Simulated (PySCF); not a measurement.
Structure problem from calculated spectra and properties.

Elements present: C, Cl, H, N and Si. Monoisotopic mass: 192.9966 u.

| Item | Value |
| --- | --- |
| NMR, other nuclei | isotropic shieldings of nuclei other than C and H, by class: 267 (1 N), 399 (1 Si), 416 (1 Si), 428 (1 Si), 621 (1 Cl) ppm [GIAO PBE0/pcSseg-1] |
| Dipole | 2.28 D [PBE0/pcSseg-1] |
| 13C NMR | chemical shifts (computed TMS as zero) by class: 151.4 (1 C), 148.1 (1 C), 146.7 (1 C), 127.3 (1 C) ppm [GIAO PBE0/pcSseg-1] |
| 1H NMR | chemical shifts (computed TMS as zero) by class: 7.55 (1 H), 5.71 (1 H), 5.58 (1 H), 5.18 (2 H), 4.48 (3 H), 4.43 (2 H), -0.15 (2 H) ppm [GIAO PBE0/pcSseg-1] |
| Rotational structure | rotational constants A, B, C: 1.152, 0.494, 0.385 GHz [GFN2-xTB] |

Gas-phase values; electronic properties from PySCF, density fitting. Levels stand in brackets. The structure is a single GFN2-xTB conformer in the gas phase; no vibrational or solvent corrections. NMR values are class means; diastereotopic atoms form classes of their own.

Q: Which formula fits the mass and the elements?

A: C4H12ClNSi3 (calculated 192.9966). No other formula that holds each of these elements comes within 0.0003 u with a fitting electron parity and a possible valence count.

Q: Give a SMILES that accounts for the data.

A: Numbering: `[CH2:1]=[CH:2]/[C:3]([SiH2:4][SiH2:5][NH2:6])=[C:7](/[SiH3:8])[Cl:9]`. Its formula, C4H12ClNSi3, gives 2 degrees of unsaturation: 0 rings and 2 π bonds in the structure found. 4 carbons fall into 4 classes; from least to most shielded: fully substituted alkene carbon [C3] (151.4 ppm), vinylic C–Cl carbon [C7] (148.1 ppm), alkene CH carbon [C2] (146.7 ppm), terminal =CH2 carbon [C1] (127.3 ppm). Hydrogen classes from least to most shielded: 1 H on an alkene CH carbon, C2 (7.55 ppm), 1 H on a terminal =CH2 carbon, C1 (5.71 ppm), 1 H on a terminal =CH2 carbon, C1 (5.58 ppm), 2 H on an SiH2 silicon, Si5 (5.18 ppm), 3 H on an SiH3 silicon, Si8 (4.48 ppm), 2 H on an SiH2 silicon, Si4 (4.43 ppm), 2 H on a silicon-bound nitrogen, N6 (-0.15 ppm). The other shieldings belong to: 267 ppm, silicon-bound nitrogen [N6]; 399 ppm, SiH2 silicon [Si5]; 416 ppm, SiH3 silicon [Si8]; 428 ppm, SiH2 silicon [Si4]; 621 ppm, vinyl chlorine [Cl9]. The optimised geometry has point group C1 and is an asymmetric top. Structure: `C=C/C([SiH2][SiH2]N)=C(/[SiH3])Cl`. Computed isomers that give other values at the same levels: `C=C/C=C/[SiH2]N([SiH3])[SiH2]Cl` (13C chemical shifts (computed TMS as zero) by class: 159.6 (1 C), 146.8 (1 C), 131.6 (1 C), 129.1 (1 C) ppm); `C=C(C)[Si@]1(Cl)C[SiH2]N1[SiH3]` (13C chemical shifts (computed TMS as zero) by class: 151.2 (1 C), 139.0 (1 C), 24.5 (1 C), 9.6 (1 C) ppm); `CC#C[Si@@H](C)N([SiH3])[SiH2]Cl` (13C chemical shifts (computed TMS as zero) by class: 111.6 (1 C), 87.2 (1 C), 5.8 (1 C), 2.0 (1 C) ppm). The assignments are read from this structure; whether some other isomer fits the data as well wasn't checked.

The values belong to the conformer `[CH2:1]=[CH:2]/[C:3]([SiH2:4][SiH2:5][NH2:6])=[C:7](/[SiH3:8])[Cl:9]`: C1–C2–C3–Si4 -26°, C2–C3–Si4–Si5 89°, C3–Si4–Si5–N6 173°, H–N6–Si5–Si4 174°, H–N6–Si5–Si4 -47°.
